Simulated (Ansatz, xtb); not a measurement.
**Ligand exchange: C2H5Br + SiH3(GeH3) → C2H8Si + GeH3Br**

Species: C2H5Br (bromoethane) `CCBr`, singlet; SiH3(GeH3), singlet; C2H8Si `CC[SiH3]`, singlet; GeH3Br `[GeH3][Br]`, singlet. The partners trade Br for SiH3: C–Br and Ge–SiH3 bonds give way to C–SiH3 and Ge–Br.

Shapes, held fixed at every level: PBE0-D4/def2-TZVP. Programs: Ansatz 0.2.0, xtb 6.7.1. The zero-point and thermal change to 298 K, harmonic and unscaled (PBE0-D4/def2-TZVP), is +0.4 kJ/mol.

| level | kind | ΔH(298 K) (kJ/mol) | less CCSD(T)/def2-TZVPP |
| --- | --- | --- | --- |
| GFN1-xTB | semi-empirical | -180.5 | -84.1 |
| HF/def2-TZVPP | Hartree–Fock | -115.7 | -19.3 |
| r2SCAN-D4/def2-TZVPP | meta-GGA | -96.4 | 0.0 |
| PBE0-D4/def2-TZVPP | global hybrid | -94.6 | +1.8 |
| B2PLYP/def2-TZVPP | double hybrid | -99.4 | -3.0 |
| MP2/def2-SVP | perturbation theory | -109.0 | -12.6 |
| MP2/def2-TZVPP | perturbation theory | -102.9 | -6.5 |
| CCSD(T)/def2-TZVPP | coupled cluster or CI | -96.4 | 0.0 |

The highest level, CCSD(T)/def2-TZVPP, gives ΔH(298 K) = -96.4 kJ/mol; the levels span -180.5 to -94.6. GFN1-xTB strays far from the other rows. The column of differences is taken from that level and isn't an error. No measured value is set beside it here. Relativity is left out for Br, Ge. Outer-core shells of Br, Ge are correlated in most correlated rows, in sets that cover them unevenly.
